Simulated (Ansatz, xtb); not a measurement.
**A geometry optimisation of BClGeH3In with r2SCAN-D4/def2-SVP**

The starting geometry of this gas-phase triplet was built from a drawn formula by distance geometry and a force field; its bonds are those of `Cl[BH][GeH2][In]`.

```yaml
atoms:
  - { symbol: B, position_ang: [0.3059, 0.9499, 0.3240] }
  - { symbol: Cl, position_ang: [0.1892, 1.3052, 2.1483] }
  - { symbol: Ge, position_ang: [0.7587, -0.8962, -0.3181] }
  - { symbol: In, position_ang: [-0.3599, -1.1460, -2.7900] }
  - { symbol: H, position_ang: [0.1819, 1.8361, -0.4596] }
  - { symbol: H, position_ang: [2.1522, -1.2745, 0.2791] }
  - { symbol: H, position_ang: [-0.3062, -1.9239, 0.1518] }
```

Task: Predict what becomes of its bonds when it is optimised with r2SCAN-D4/def2-SVP.

Result: A new bond forms, giving a structure given below by its coordinates. Contacts that close: B1–In4 (3.81 → 2.55 Å).

The energy falls by 1.02 eV over 25 steps:

| step | E − E(last) (eV) |
| --- | --- |
| 1 | 1.023 |
| 4 | 0.521 |
| 6 | 0.279 |
| 9 | 0.062 |
| 12 | 0.047 |
| 14 | 0.046 |
| 17 | 0.045 |
| 20 | 0.032 |
| 22 | 0.011 |
| 25 | 0.000 |

Final geometry (Å):

```xyz
7

B     0.3905    0.8663    0.0104
Cl   -1.2237    1.2076    0.8153
Ge    0.8779   -1.1422    0.0151
In   -0.9507   -0.0843   -1.9435
H     1.2140    1.7458   -0.0209
H     2.1705   -1.6260   -0.6668
H     0.4432   -2.1165    1.1259
```

From the same start GFN2-xTB reaches the same bonding as this run.

The end wasn't checked by frequencies. Open shells are spin-unrestricted. The triplet needn't be the ground state. Atoms past krypton carry core potentials, without spin–orbit terms. Run with Ansatz 0.2.0, 4.3 min on 2 threads of Arm Neoverse V1 (shared host).
